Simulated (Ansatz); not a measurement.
C2H7GaO can be A, `[CH3][GaH][CH2]O`, or B, `C[O][GaH][CH3]`.

Calculated with Ansatz (gas phase, PBE0-D4/def2-TZVP geometries, no zero-point term in ΔE). CCSD(T)/CBS is the MP2 limit (def2-TZVPP, def2-QZVPP) plus CCSD(T) − MP2 in def2-TZVPP, frozen cores. DFT in def2-TZVPP. For Ga outer-core shells are correlated without core-valence functions, which leaves a few kJ/mol of doubt a bond. Scalar relativity is left out up to krypton. One conformer a species, not always the lowest.

A:

```xyz
11

C     0.766    1.612   -0.157
Ga    0.627   -0.281   -0.687
C    -0.777   -1.414    0.157
O    -1.741   -0.713    0.936
H    -0.177    1.997    0.235
H     1.526    1.720    0.625
H     1.079    2.238   -0.995
H     1.629   -0.913   -1.728
H    -0.312   -2.226    0.738
H    -1.335   -1.917   -0.640
H    -1.284   -0.102    1.517
```

B:

```xyz
11

C     1.2027    0.1146    1.3904
O    -0.0600   -0.4858    1.4463
Ga   -1.1955   -0.5727    0.0654
C    -0.6210    0.2292   -1.6302
H     1.9812   -0.6184    1.6337
H     1.2687    0.9255    2.1256
H     1.4425    0.5391    0.4052
H    -2.5199   -1.3028    0.4442
H    -0.4304    1.2974   -1.5007
H    -1.3772    0.1042   -2.4058
H     0.3090   -0.2303   -1.9741
```

(1) Which isomer does CCSD(T)/CBS put lower? Give the gap. (Estimate.)

(2) Give E(B) − E(A) in kJ/mol with HF/def2-TZVPP, MP2/def2-TZVPP, LDA (SPW92), r2SCAN-D4, CCSD(T)/def2-SVP, CCSD(T)/def2-TZVPP, ωB97M-V. (Estimate.)

(3) Does the order hold for the free energy at 298.15 K (harmonic terms from PBE0-D4)? (An estimate is asked.)

Largest T1 diagnostic: 0.014.

Results:

(1) The calculation gave: B, by 98.0 kJ/mol.

(2) The calculation gave: HF/def2-TZVPP -111.3, MP2/def2-TZVPP -103.8, LDA (SPW92) -92.8, r2SCAN-D4 -101.7, CCSD(T)/def2-SVP -114.6, CCSD(T)/def2-TZVPP -101.9, ωB97M-V -96.7. None reverses the order clearly.

(3) Ansatz gave: Yes: G(B) − G(A) = -94.7 kJ/mol, for one conformer each. Modes under 60 cm⁻¹, often nearly free rotors, make the harmonic entropy too high.

In def2-TZVPP, CCSD(T) changes the Hartree–Fock value by +9.5 kJ/mol (the triples alone add −0.1 kJ/mol) and MP2 by +7.5 kJ/mol. At CCSD(T), def2-SVP lies −16.6 kJ/mol from the extrapolated value and def2-TZVPP −3.8 kJ/mol.
